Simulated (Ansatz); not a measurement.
`C[BH][SbH2]` + HI → `[SbH2][I]` + `BC` at 600 K and 1 bar (cleavage of the Sb–B bond).

Program: Ansatz. Geometries: PBE0-D4/def2-TZVP. ΔE: electronic, gas phase. CCSD(T)/CBS adds triple-zeta CCSD(T) − MP2 to the extrapolated MP2 energy (def2 sets, frozen cores). This one scheme is used for every species. def2 core potentials past Kr. For I, Sb outer-core shells are correlated without core-valence functions, which leaves a few kJ/mol of doubt a bond.

| species | CCSD(T)/CBS energy (Eh) | H − E (kJ/mol) | S (J/(mol·K)) |
| --- | --- | --- | --- |
| `C[BH][SbH2]` | -306.44336 | 213.9 | 402.1 |
| HI | -298.03592 | 31.6 | 227.0 |
| `[SbH2][I]` | -538.67582 | 67.0 | 339.6 |
| `BC` | -65.83255 | 180.5 | 296.9 |

H − E and S are ideal-gas, rigid-rotor, harmonic terms from PBE0-D4/def2-TZVP, for one conformer and one mirror image of each species. 1 Eh = 2625.50 kJ/mol, R = 8.31446 J/(mol·K).

Problem. By hand: ΔE, ΔH, ΔS and ΔG.

Solution. ΔE = (-538.67582) + (-65.83255) − (-306.44336) − (-298.03592) = -0.02909 Eh = -76.4 kJ/mol. Δ(H − E) = 67.0 + 180.5 − 213.9 − 31.6 = 2.0, so ΔH = -74.4 kJ/mol. ΔS = 339.6 + 296.9 − 402.1 − 227.0 = 7.4 J/(mol·K). ΔG = -74.4 − 600 × (7.4)/1000 = -78.8 kJ/mol.

Problem. By hand: the equilibrium constant, and the temperature at which ΔG would vanish if ΔH and ΔS stayed fixed.

Solution. log₁₀ K = −ΔG/(RT ln 10) = 6.9. ΔH and −TΔS have one sign here, so there is no such temperature.

The number of gas molecules stays the same, so ΔS is small and ΔH decides. A doubt of 5 kJ/mol in ΔE shifts log₁₀ K by 0.4 here. Other conformers and mirror images would add mixing entropy, several J/(mol·K) or more a flexible species. These are equilibria of isolated gas molecules and say nothing of rates. Largest T1 diagnostic: 0.014 (customary marks: 0.02 for closed shells, 0.045 for open ones).

ΔS is within the doubt of such terms, so its sign, and with it that verdict, could turn.
